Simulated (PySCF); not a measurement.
ethylenediamine cation (C2H8N2), SMILES NCCN (connectivity only; charge and spin as stated), charge +1, multiplicity 2. Atoms are numbered in the order given.

```xyz
12

N      0.1073    -1.8733     0.0000
C     -0.5512    -0.6791     0.0000
C      0.5512     0.6791     0.0000
N     -0.1073     1.8733     0.0000
H      0.4360    -2.2980     0.8621
H      0.4360    -2.2980    -0.8621
H     -1.1377    -0.5121    -0.9123
H     -1.1377    -0.5121     0.9123
H      1.1377     0.5121     0.9123
H      1.1377     0.5121    -0.9123
H     -0.4360     2.2980    -0.8621
H     -0.4360     2.2980     0.8621
```
Charge +1, spin multiplicity 2.

Coordinates come from a PBE0-D3(BJ)/def2-SVP optimisation. The spin state was assumed, not searched. Other conformers were not sampled.

Two levels are set side by side: PBE/pcH-1 (PySCF) and B3LYP/pcH-1 (PySCF). Contact hyperfine couplings, same geometry. Differences are taken from unrounded values.

```csv
quantity,B3LYP,PBE,PBE minus B3LYP
"A(iso) of 14N, atom N1 (MHz)",14.9,10.0,-4.9
"A(iso) of 13C, atom C2 (MHz)",5.8,15.1,9.3
"A(iso) of 13C, atom C3 (MHz)",5.8,15.1,9.3
"A(iso) of 14N, atom N4 (MHz)",14.9,10.0,-4.9
"A(iso) of 1H, atom H5 (MHz)",-28.8,-24.4,4.4
"A(iso) of 1H, atom H6 (MHz)",-28.8,-24.4,4.4
"A(iso) of 1H, atom H7 (MHz)",35.7,32.4,-3.3
"A(iso) of 1H, atom H8 (MHz)",35.7,32.4,-3.3
"A(iso) of 1H, atom H9 (MHz)",35.7,32.4,-3.3
"A(iso) of 1H, atom H10 (MHz)",35.7,32.4,-3.3
"A(iso) of 1H, atom H11 (MHz)",-28.8,-24.4,4.4
"A(iso) of 1H, atom H12 (MHz)",-28.8,-24.4,4.4
```

Rough cost on one machine, each run with all the roots and properties that it gave: B3LYP against PBE within a factor of 2.
